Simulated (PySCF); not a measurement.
**Computed properties of FH2O2STa, SMILES [OH][Ta]([OH])([F])=[S], multiplicity 1**

Ta(S)(F)(OH)2 (FH2O2STa), SMILES [OH][Ta]([OH])([F])=[S], multiplicity 1. Coordinates come from a PBE0-D3(BJ)/def2-SVP optimisation. The spin state was assumed, not searched. The def2 effective core potentials stand for the cores of Ta; spin–orbit coupling is left out. Other conformers were not sampled. All values are computed for the isolated molecule unless a solvent is named; none is compared with measurement here.

**Structure.** The optimised structure has Cs symmetry. All 15 harmonic modes at PBE0-D3(BJ)/def2-SVP (PySCF) are real, so it is a minimum. With heavy atoms numbered as in [Ta:1](=[S:2])([F:3])([OH:4])[OH:6], the shortest bond between them is Ta1–F3 at 1.882 Å and the longest Ta1–S2 at 2.165 Å.

**Vibrations.** The strongest infrared lines (harmonic, unscaled, degenerate partners summed) lie at 3942 cm⁻¹ (446 km/mol, H 94 %), 482 cm⁻¹ (245 km/mol, H 78 %, O 20 %), 351 cm⁻¹ (224 km/mol, H 82 %, O 16 %). The softest mode is at 162 cm⁻¹ and the zero-point energy is 18.8 kcal/mol.

**Electronic structure.** r2SCAN/def2-TZVP (PySCF) places the frontier levels at -6.80 and -2.09 eV, a gap of 4.71 eV, and gives a dipole moment of 2.68 D and a mean polarisability of 63.8 bohr³. PBE/def2-TZVP (PySCF) at the same geometry gives -6.50 and -2.21 eV, so its gap is 0.42 eV narrower. An orbital gap is neither the optical nor the fundamental gap.

**Excitations.** TDDFT-PBE0/def2-SVPD (PySCF) has S1 at 4.46 eV (278 nm, f = 0.000, dark); the most intense of the 10 singlets computed lies at 5.52 eV (f = 0.05). T1 (TDA) is at 3.84 eV. TDDFT-PBE/def2-SVPD (PySCF) puts S1 at 4.30 eV. No vertical singlet excitation falls in the visible range (under 3.1 eV).
